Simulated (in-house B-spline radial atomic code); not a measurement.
Computed with a B-spline radial atomic code. Model: two electrons, singlet ground state, non-relativistic, full CI in B-splines with partial waves to l = 8 (at full coupling up to 3e-4 hartree above the limit, correlation up to 0.6 % small), density held at that of full coupling by Lieb maximisation.

Along the adiabatic connection the electron repulsion is scaled by a coupling λ while a local potential keeps the density fixed. At λ = 0 the system is the Kohn-Sham one and W equals the exchange energy; the exchange-correlation energy is the area under W between 0 and 1. The kinetic energy rises with λ as the electrons avoid each other, with dT/dλ = −λ dW/dλ.

Command:
```bash
python run_ac.py task.json out
```
Settings (lengths in bohr, energies in hartree):
```
potential              harmonic
strength               19.7
lmax                   8
```

Time taken, with all properties: 4.5 s on 1 thread of Intel(R) Xeon(R) Processor @ 2.30GHz, on a shared host.

**W = mean repulsion less Hartree energy, and W of three functionals.**

Given: confinement harmonic well; well frequency 19.7 hartree; external potential omega^2 r^2/2.

Computed: LDA exchange minus exact 505.81 millihartree; PBE exchange minus exact 148.83 millihartree.

```tsv
coupling	W xc (hartree)	W xc minus exchange (millihartree)	kinetic minus Kohn-Sham (millihartree)	LDA (PW92) W minus its exchange (millihartree)	PBE W minus its exchange (millihartree)	SCAN W minus its exchange (millihartree)
0	-3.4862	0	0	0	0	0
0.02	-3.4881	-1.985	0	-15.02	-3.26	-1.92
0.05	?	?	?	?	?	?
0.12	-3.498	-11.83	0.7	-64.07	-19.1	-11.3
0.25	-3.5106	-24.431	3	-112.08	-38.71	-23.18
0.4	-3.5249	-38.698	7.7	-158.13	-60.21	-36.53
0.6	-3.5434	-57.278	17	-210.68	-87.33	-53.8
0.8	-3.5615	-75.368	29.6	-256.64	-112.94	-70.55
1	-3.5791	-92.983	45.5	-297.94	-137.27	-86.81
1.4	-3.613	-126.85	86	-370.56	-182.69	-118.01
2	?	?	?	?	?	?
3	-3.7324	-246.19	345.3	-586.68	-333.57	-228.37
4.5	-3.8248	-338.65	690	-732.23	-445.31	-315.45
7	-3.9479	-461.69	1390.5	-912.62	-592.1	-435.04
10	-4.0593	-573.17	2330.1	-1070.7	-726.62	-548.27
```

(1) What belongs in the row 0.05?

(2) What belongs in the row 2?

(3) What is the SCAN exchange minus exact?

**Energy parts, natural occupations and partial-wave weights.**

Computed: exchange energy -3.4862 hartree; correlation energy -0.047531 hartree; kinetic part of the DFT correlation energy 0.045452 hartree; initial slope twice GL2 -0.099393 hartree; Hartree energy 6.9723 hartree; Kohn-Sham kinetic 28.693 hartree; Lieb Oxford ratio E_xc over LDA exchange 1.1857.

| natural | occupation of the shell (electrons) |
| --- | --- |
| s | 1.9983 |
| p | ? |
| s | 8.5091e-05 |
| d | 7.3297e-05 |
| p | 1.4993e-05 |
| f | 9.9863e-06 |

(4) What belongs in the row p?

```json
{"wave": "s", "weight": "0.9992"}
{"wave": "p", "weight": "0.00075089"}
{"wave": "d", "weight": "?"}
{"wave": "f", "weight": "5.5188e-06"}
{"wave": "g", "weight": "1.2838e-06"}
```

(5) What belongs in the row d?

(6) What is the total energy?

(7) What is the kinetic part over minus potential part?

Answers

(1) W xc (hartree): -3.4911; W xc minus exchange (millihartree): -4.953; kinetic minus Kohn-Sham (millihartree): 0.1; LDA (PW92) W minus its exchange (millihartree): -31.95; PBE W minus its exchange (millihartree): -8.09; SCAN W minus its exchange (millihartree): -4.76.

(2) W xc (hartree): -3.6606; W xc minus exchange (millihartree): -174.46; kinetic minus Kohn-Sham (millihartree): 166.8; LDA (PW92) W minus its exchange (millihartree): -462.4; PBE W minus its exchange (millihartree): -244.24; SCAN W minus its exchange (millihartree): -161.88.

(3) 11.696 millihartree.

(4) occupation of the shell (electrons): 0.0014858.

(5) weight: 3.8444e-05.

(6) 62.5661 hartree.

(7) 0.48882.

Half-way to full coupling W has made 52 % of its drop, against 50 % for a straight line, and second-order (GL2) theory, half the initial slope, overshoots the correlation energy by about 5 %: correlation is weak here. Over couplings 0 to 1 the errors in E_xc come to about +378 millihartree for LDA, +124 millihartree for PBE, +15 millihartree for SCAN, so SCAN is nearest. In LDA and PBE the errors of exchange and correlation have opposite signs, so the sum is smaller than the larger of the two.
